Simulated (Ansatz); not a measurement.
Two structures of AlHBrClF₂, closed shell, reached by relaxing down either side of one saddle point (PBE0-D4/def2-TZVP). Energies are electronic, without zero-point energy. Ansatz 0.2.0; basis: def2-TZVPP and def2-QZVPP; cores frozen in the correlated methods. Filled d shells of the heavier atoms are correlated. The def2 sets are not built for correlating such inner shells, so the correlated values are less sure here. Extrapolation: Hartree–Fock as exp(−7.88 √X), correlation as X^−2.97. First:

Al1  (-0.731, -0.321, 0.244)
Cl2  (-1.225, 1.585, -0.465)
F3  (-1.047, -1.619, -0.709)
F4  (-0.652, -0.558, 1.866)
H5  (1.768, 1.117, -0.732)
Br6  (1.886, -0.205, -0.206)
(Å)

Second:

```xyz
6
angstrom
Al -0.1739 -0.6934 0.3123
Cl -0.6519 1.5941 -0.5564
F -1.1132 -1.5366 -0.7352
F -0.7166 -0.4740 1.8446
H 0.6008 1.7593 -0.8170
Br 2.0549 -0.6495 -0.0484
```

Which bonds change from the first to the second?

AlClF₂ ([F][Al]([F])[Cl]) + HBr → AlBrF₂ ([F][Al]([F])[Br]) + HCl (still joined by a long Al–Cl bond); bonds formed: Cl2–H5; dative contacts that become bonds: Al1–Br6; bonds broken: H5–Br6; bonds weakened to dative contacts: Al1–Cl2.

Give the saddle point's structure and its height above each. (An estimate is asked for; the value comes from the calculation.)

By the calculation: 35.4 kJ/mol above the first and 35.1 kJ/mol above the second (CCSD(T) at an estimated basis limit (MP2 extrapolated from triple and quadruple zeta, plus CCSD(T) − MP2 in triple zeta)).
Al1  (-0.428, -0.452, 0.252)
Cl2  (-0.644, 1.613, -0.565)
F3  (-1.083, -1.576, -0.740)
F4  (-0.683, -0.503, 1.867)
H5  (0.896, 1.086, -0.585)
Br6  (1.943, -0.168, -0.229)
(Å)

The T1 diagnostic stays at or below 0.010.

Labels in which every atom is bracketed show which atoms are joined, not bond orders.

For scale, one of the runs: CCSD(T)/def2-TZVPP, 208 basis functions, launched by `ansatz run in.yaml --threads 4 --pin off --events-out ev --progress --plain --max-ram 9574MiB`. The run took 2.6 min on 4 CPU threads of an Intel Xeon (shared host), with 2.9 GiB of host memory at its peak.
